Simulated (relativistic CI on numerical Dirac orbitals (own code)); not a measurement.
## What each ingredient does to the levels of Pm51+

Base calculation: Dirac-Coulomb-Breit CI, separate exchange-only KLI orbitals for each configuration, QED by a radiative potential, unscaled Slater integrals.

Configurations in the expansion (outside the closed core 1s2): 2s2.2p6, 2s2.2p5.3s, 2s2.2p5.3p, 2s2.2p5.3d, 2s.2p6.3s, 2s.2p6.3p, 2s.2p6.3d, 2s2.2p5.4s, 2s2.2p5.4p, 2s2.2p5.4d, 2s2.2p5.4f, 2s.2p6.4s, 2s2.2p4.3s2, 2s.2p6.4p, 2s.2p6.4d, 2s2.2p4.3s.3p. Levels of other configurations are missing.

The lowest level and the first level of each name with at least 55 % of one term (blank where a level has no safe partner in the second run):

| Level | Base (eV) | Shift (eV) |
| --- | --- | --- |
| 2s2.2p6 1S_0 | 0.00 | 0.00 |
| 2s2.2p5.3s 3P°_2 | 5499.93 | -1.57 |
| 2s2.2p5.3s 1P°_1 | 5506.49 | -1.56 |
| 2s2.2p5.3p 3D_3 | 5764.71 | +0.67 |
| 2s2.2p5.3p 1P_1 | 5764.82 | +0.68 |
| 2s2.2p5.3p 3P_2 | 5774.59 | +0.67 |
| 2s2.2p5.3p 1S_0 | 5817.81 | +0.67 |
| 2s2.2p5.3d 3P°_0 | 5889.15 | +1.05 |
| 2s2.2p5.3d 3P°_1 | 5896.54 | +1.04 |
| 2s2.2p5.3d 3D°_2 | 5904.89 | +1.04 |
| 2s2.2p5.3d 3F°_4 | 5931.33 | +0.94 |
| 2s2.2p5.3d 3D°_3 | 5944.53 | +0.94 |
| 2s2.2p5.3d 1P°_1 | 5968.47 | +0.93 |
| 2s2.2p5.3s 3P°_0 | 6076.34 | -2.39 |

At this charge energies of transitions that change n are usually good to better than 1 %, and those within a shell (Δn = 0) to a few per cent.

One thing was changed in a second run, which moved the levels as shown. Which?
A. P86 correlation estimate
B. Breit term removed
C. configuration mixing switched off
D. QED terms removed

D. QED terms removed. QED shifts follow the density of s (and p1/2) electrons at the nucleus, so configurations move by their count of such electrons; where none moves, the smaller shifts of p3/2 electrons and of j = l + 1/2 against j = l − 1/2 set the pattern.

LS names give the leading component of a level, which can be under half, so a name can repeat, a term be missing and a line seem to break the LS rules.
